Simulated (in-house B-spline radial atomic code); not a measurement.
Bi⁴⁺. Computed with a B-spline radial atomic code. Model: all-electron spherical atom, spin shells full or empty, radial basis limit, no spin-orbit coupling, Breit or QED, empty-state partial waves extrapolated as (l+1/2)^-4, RPA, G0W0 and static COHSEX of the highest shell as one setting changes (uncorrelated shells keep exact exchange).

In a row where one electron alone is correlated, RPA and GW hold only self-correlation.

Without the two-electron picture change, core correlation of heavy ions comes too large.

Given: element Bi; charge 4; filled core Xe; hamiltonian one-electron scalar X2C; mean-field start PBE0; highest l of empty states 9; nuclear rms radius 5.5211 fm; highest mean-field shell 6s up.

Shell: 4f 7 7, 5d 5 5, 6s 1 0 (electrons up and down).

```json
{"lowest nl shells left uncorrelated": "0", "RPA correlation energy (hartree)": "-7.0785", "G0W0 level (eV)": "-56.758", "G0W0 minus most complete (meV)": "0", "COHSEX level (eV)": "-58.511"}
{"lowest nl shells left uncorrelated": "1", "RPA correlation energy (hartree)": "-6.8284", "G0W0 level (eV)": "-56.758", "G0W0 minus most complete (meV)": "0.2", "COHSEX level (eV)": "-58.51"}
{"lowest nl shells left uncorrelated": "2", "RPA correlation energy (hartree)": "-6.612", "G0W0 level (eV)": "-56.76", "G0W0 minus most complete (meV)": "-1", "COHSEX level (eV)": "-58.513"}
{"lowest nl shells left uncorrelated": "3", "RPA correlation energy (hartree)": "-5.9874", "G0W0 level (eV)": "-56.758", "G0W0 minus most complete (meV)": "0.3", "COHSEX level (eV)": "-58.51"}
{"lowest nl shells left uncorrelated": "4", "RPA correlation energy (hartree)": "?", "G0W0 level (eV)": "?", "G0W0 minus most complete (meV)": "?", "COHSEX level (eV)": "?"}
{"lowest nl shells left uncorrelated": "5", "RPA correlation energy (hartree)": "-5.165", "G0W0 level (eV)": "-56.762", "G0W0 minus most complete (meV)": "-3.2", "COHSEX level (eV)": "-58.521"}
{"lowest nl shells left uncorrelated": "6", "RPA correlation energy (hartree)": "-4.1321", "G0W0 level (eV)": "-56.749", "G0W0 minus most complete (meV)": "9.7", "COHSEX level (eV)": "-58.498"}
{"lowest nl shells left uncorrelated": "7", "RPA correlation energy (hartree)": "-3.9434", "G0W0 level (eV)": "-56.776", "G0W0 minus most complete (meV)": "-17.8", "COHSEX level (eV)": "-58.56"}
{"lowest nl shells left uncorrelated": "8", "RPA correlation energy (hartree)": "-3.3768", "G0W0 level (eV)": "-56.778", "G0W0 minus most complete (meV)": "-19.1", "COHSEX level (eV)": "-58.568"}
{"lowest nl shells left uncorrelated": "9", "RPA correlation energy (hartree)": "-2.4195", "G0W0 level (eV)": "-56.74", "G0W0 minus most complete (meV)": "18.2", "COHSEX level (eV)": "-58.509"}
{"lowest nl shells left uncorrelated": "10", "RPA correlation energy (hartree)": "?", "G0W0 level (eV)": "?", "G0W0 minus most complete (meV)": "?", "COHSEX level (eV)": "?"}
{"lowest nl shells left uncorrelated": "11", "RPA correlation energy (hartree)": "-0.94617", "G0W0 level (eV)": "-56.619", "G0W0 minus most complete (meV)": "139.8", "COHSEX level (eV)": "-58.343"}
{"lowest nl shells left uncorrelated": "12", "RPA correlation energy (hartree)": "-0.56402", "G0W0 level (eV)": "-56.547", "G0W0 minus most complete (meV)": "211.5", "COHSEX level (eV)": "-58.237"}
{"lowest nl shells left uncorrelated": "13", "RPA correlation energy (hartree)": "-0.014321", "G0W0 level (eV)": "-55.208", "G0W0 minus most complete (meV)": "1550", "COHSEX level (eV)": "-55.999"}
```

What follows for lowest nl shells left uncorrelated = 10?

RPA correlation energy -2.2232 hartree; G0W0 level -56.804 eV; G0W0 minus most complete -45.6 meV; COHSEX level -58.624 eV.

What follows for lowest nl shells left uncorrelated = 4?

RPA correlation energy -5.7866 hartree; G0W0 level -56.763 eV; G0W0 minus most complete -5 meV; COHSEX level -58.522 eV.
